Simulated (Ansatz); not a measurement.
Consider the hydrogenolysis of the Si–O bond: `O[SiH](S)[GeH3]` + H₂ → `S[SiH2][GeH3]` + H₂O.

Computed with Ansatz on PBE0-D4/def2-TZVP structures; ΔE is electronic, products minus reactants. CCSD(T)/CBS is the MP2 limit (def2-TZVPP, def2-QZVPP) plus CCSD(T) − MP2 in def2-TZVPP, frozen cores. This one scheme is used for every species. DFT in def2-TZVPP. B3LYP here is the variant with VWN-RPA as its local correlation; programs differ in this. For Ge outer-core shells are correlated without core-valence functions, which leaves a few kJ/mol of doubt a bond. Scalar relativity is left out up to krypton. One conformer a species, not always the lowest.

| level | ΔE (kcal/mol) | difference from CCSD(T)/CBS |
| --- | --- | --- |
| r2SCAN-D4 | 17.9 | 1.7 |
| PBE0-D4 | 15.2 | -1.0 |
| B3LYP-D4 | 17.1 | 0.9 |
| ωB97M-V | 17.0 | 0.8 |
| PBE | 14.9 | -1.3 |
| r2SCAN | 17.7 | 1.5 |
| PBE0 | 14.4 | -1.8 |
| B3LYP | 15.6 | -0.6 |
| MP2/def2-TZVPP | 17.6 | 1.4 |
| CCSD/def2-TZVPP | 15.2 | -1.0 |
| CCSD(T)/def2-TZVPP | 16.0 | -0.2 |
| HF/def2-QZVPP | 14.2 | -2.0 |
| SCS-MP2/def2-QZVPP | 17.0 | 0.8 |
| HF/CBS(def2) | 14.3 | -1.9 |
| MP2/CBS(def2) | 17.8 | 1.6 |
| CCSD/CBS(def2) | 15.5 | -0.7 |
| CCSD(T)/CBS | 16.2 | 0 |

Largest T1 diagnostic among the species: 0.012.

In def2-TZVPP, CCSD(T) changes the Hartree–Fock value by +1.9 kcal/mol (the triples alone add +0.7 kcal/mol) and MP2 by +3.5 kcal/mol. The D4 term adds +1.5 kcal/mol with B3LYP and +0.8 kcal/mol with PBE0; it sums over pairs of atoms, weighted by their polarisabilities, and B3LYP, whose exchange is more repulsive, gets the larger term.
